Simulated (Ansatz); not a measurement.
Reaction (ligand exchange at the Si–C bond): `O=C=C([SiH3])[SiH3]` + `FC1NCO1` → `FC1OCN1[SiH3]` + `O=C=C[SiH3]`

Program: Ansatz. Geometries: PBE0-D4/def2-TZVP. ΔE: electronic, gas phase. CBS: MP2 limit from def2 TZ/QZ plus the TZ coupled-cluster correction, frozen cores. DFT in def2-TZVPP.

| level | ΔE (kJ/mol) | difference from CCSD(T)/CBS |
| --- | --- | --- |
| PBE-D4 | -6.5 | 4.0 |
| PBE0-D4 | -6.5 | 4.0 |
| ωB97X-V | -12.6 | -2.1 |
| PBE | -6.9 | 3.6 |
| HF/def2-TZVPP | -18.9 | -8.4 |
| MP2/def2-TZVPP | -8.2 | 2.3 |
| SCS-MP2/def2-TZVPP | -11.4 | -0.9 |
| CCSD/def2-TZVPP | -12.4 | -1.9 |
| HF/def2-QZVPP | -19.4 | -8.9 |
| HF/CBS(def2) | -19.5 | -9.0 |
| CCSD(T)/CBS | -10.5 | 0 |

Largest T1 diagnostic among the species: 0.016.

In def2-TZVPP, CCSD(T) changes the Hartree–Fock value by +8.7 kJ/mol (the triples alone add +2.1 kJ/mol) and MP2 by +10.8 kJ/mol.
